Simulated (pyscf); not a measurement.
`[CH3][Si]([OH])([OH])[OH]`, singlet

Gas-phase minimum from PySCF at ωB97X-D3(BJ)/def2-SVP, one conformer. 

```xyz
11

C     -1.2966     0.7776    -2.0819
Si    -0.7035    -0.6935    -1.1233
O     -1.1756    -0.6486     0.4769
O      0.9511    -0.7892    -1.0373
O     -1.2991    -2.0242    -1.9162
H     -2.3924     0.7624    -2.1949
H     -0.8565     0.7768    -3.0913
H     -1.0114     1.7157    -1.5812
H     -2.1187    -0.5866     0.6553
H      1.3157    -0.6872    -0.1523
H     -0.9001    -2.8665    -1.6742
```
Charge 0, spin multiplicity 1.

Bond lengths (Å): C1–Si2 1.853, C1–H6 1.102, C1–H7 1.101, C1–H8 1.101, Si2–O3 1.669, Si2–O4 1.660, Si2–O5 1.660, O3–H9 0.962, O4–H10 0.963, O5–H11 0.963. Bond angles (°): Si2–C1–H6 111.1, Si2–C1–H7 110.2, Si2–C1–H8 111.0, H6–C1–H7 107.7, H6–C1–H8 108.4, H7–C1–H8 108.3, C1–Si2–O3 112.6, C1–Si2–O4 113.1, C1–Si2–O5 105.9, O3–Si2–O4 103.5, O3–Si2–O5 112.2, O4–Si2–O5 109.7, Si2–O3–H9 117.2, Si2–O4–H10 114.8 (the first ones only).

Properties at ωB97X-D3(BJ)/def2-SVP:

- Harmonic wavenumbers, unscaled: 92, 132, 211, 222, 249, 270, 313, 358, 379, 689, 752, 778, 800, 811, 824, 904, 958, 982, 1297, 1439, 1442, 3074, 3174, 3181, 3932, 3939, 3946 cm⁻¹
- Zero-point energy: 50.2 kcal/mol
- Rotational symmetry number: 1
- Entropy of this conformer at 298 K and 1 atm, rigid rotor and harmonic oscillator, modes under 100 cm⁻¹ raised to 100: 354.9 J/(mol K)
- Dipole moment: 1.54 D

Single-point totals, which compare only within one level:

| level | total energy (hartree) |
|---|---|
| ωB97X-D3(BJ)/def2-TZVP | -557.27233 |
| PBE/def2-TZVP | -556.73737 |
| r²SCAN/def2-TZVP | -557.02965 |
| B3LYP-D3(BJ)/def2-TZVP | -557.22542 |
| PBE0-D3(BJ)/def2-TZVP | -556.78071 |
| M06-2X/def2-TZVP | -557.06755 |
| ωB97M-D3(BJ)/def2-TZVP | -557.29215 |

Soft torsions are taken as harmonic, which can shift the entropy by several J/(mol K).
